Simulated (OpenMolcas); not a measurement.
**Pr3+: from CASSCF to CASPT2**

```json
{"Program": "OpenMolcas 26.06", "Basis": "ANO-RCC-VTZP [8s7p5d3f2g1h]", "Scalar Hamiltonian": "DKH2, point nucleus", "Active space": "2 electrons in 7 orbitals (4f)", "State averaging": "2S+1 = 3 even, 21 roots; 2S+1 = 1 even, 28 roots", "Spin-orbit coupling": "RASSI with atomic mean-field integrals over the reference wave functions, term energies averaged over their components"}
```

Methods on the same reference wave functions:
A. CASSCF
B. SS-CASPT2, IPEA 0.25 Eh, imaginary shift 0.1 Eh (closed shells correlated: 5s 5p)
C. XMS-CASPT2, IPEA 0.25 Eh, imaginary shift 0.1 Eh (closed shells correlated: 5s 5p)

Energies in cm-1 above 4f2 3H4, the measured ground level; measured values from Martin, Zalubas and Hagan, Atomic Energy Levels: The Rare-Earth Elements, NSRDS-NBS 60 (1978).

| Level | A | B | C | Measured |
| --- | --- | --- | --- | --- |
| 4f2 3H4 | 0.0 | 0.0 | 0.0 | 0.0 |
| 4f2 3H5 | 2274 | 2310 | 2300 | 2152 |
| 4f2 3H6 | 4680 | 4710 | 4700 | 4389 |
| 4f2 3F2 | 6794 | 5440 | 5880 | 4997 |
| 4f2 3F3 | 8253 | 6940 | 7380 | 6415 |
| 4f2 1D2 | 23486 | 19280 | 20000 | 17334 |
| 4f2 1I6 | 28089 | 25620 | 25200 | 22212 |
| 4f2 3P0 | 29542 | 24850 | 25470 | 21390 |
| 4f2 3P1 | 30177 | 25560 | 26150 | 22007 |
| 4f2 3P2 | 31381 | 26780 | 27380 | 23161 |
| 4f2 1S0 | 64366 | 51420 | 54710 |  |

Deviations, from unrounded energies. A percentage is the sum of absolute deviations over the sum of measured energies, with the sign that they share, or ± where signs differ.

```
                        Against measurement  Levels      A      B      C
             mean absolute deviation (cm-1)       9   4500   1900   2300
      fine structure of the ground term (%)       2   +6.3   +7.4   +7.0
other terms of the ground configuration (%)       7  +34.2  +14.4  +17.0
```

B lies closest to measurement on these levels and A furthest from it. The largest miss of B in the table is 4f2 3P2, by +3600 cm-1. The ranking rests on the paired levels alone, and a cruder setting can come out closer through cancelling errors.

Between B and C the level of the table that moves most is 4f2 1S0, by 3300 cm-1 (lowest in B, highest in C). Moves below CASPT2's spread within the term are not significant.

The mean deviations of B to C differ by less than CASPT2's widest spread within a term (880 cm-1), so their order carries little weight.

From A to B the spin-free energies of the other terms of 4f2 shown, above 3H, scale by factors of 0.78 to 0.90, as is usual when dynamic correlation screens the repulsion within a d or f shell.

The lowest spin-free term lies below A's lowest term by 0.250 hartree in B, 0.254 hartree in C.

Term energies are means over components that CASPT2 splits; among the terms shown or strongly mixed into the levels shown the widest spread is 880 cm-1 (4f2 1I, B). Without dynamic correlation excited terms often stand tens of per cent too high (terms of higher spin than the ground term too low), and those without a measured partner can miss by more than the paired ones (holds for A). Some levels mix across a computed gap that differs much from the measured one, so their mixing is not that of the real levels (holds for A). The CASPT2 spread within a term exceeds the gap to the next term for 4f2 1I and 4f2 3P, so the order of their levels is uncertain (holds for B). Some terms miss by over 15 % even with CASPT2, which points to a basis or an active space too small for the shells correlated (holds for B; C). Computed and measured levels are paired by configuration, term and J; levels that our copy of the source lacks, or whose pairing is in doubt (as where it misses far off the trend of its configuration), stay unpaired and out of the deviations. Levels of configurations outside the active space are missing. Levels that lie high or do not pair safely by name in every column are left out.
